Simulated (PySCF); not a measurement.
**Titanium: a sound run and one with changed settings**

Sound run: Ti [Ar] 3d2 4s2, Ti⁺ [Ar] 3d2 4s1. Computed with PySCF 2.14 in cc-pVDZ-DK (6s5p3d1f, 43 functions), with scalar relativity by spin-free X2C-1e. In the sound run the correlated levels freeze [Ar]. The sound run starts from symmetry-adapted Hartree-Fock orbitals and uses a fine grid where one is needed.

A second run was set up differently.

| species | method | sound run (hartree) | changed run (hartree) | converged |
| --- | --- | --- | --- | --- |
| Ti | MP2 | -852.77964 | -852.93858 | yes |
| Ti⁺ | MP2 | -852.54828 | -852.70026 | yes |

Ionisation energy of Ti:

| method | sound run (eV) | changed run (eV) |
| --- | --- | --- |
| UHF | 5.564 | 5.564 |
| MP2 | 6.296 | 6.485 |
| SCS-MP2 | 6.445 | 6.568 |

(1) What was changed?
A. level shift left on
B. too few SCF iterations
C. all electrons correlated in a valence basis
D. basis contracted for another Hamiltonian

Results:

(1) C. A valence basis has no tight correlating functions, so it recovers only part of the core correlation, and not evenly between atom and ion.
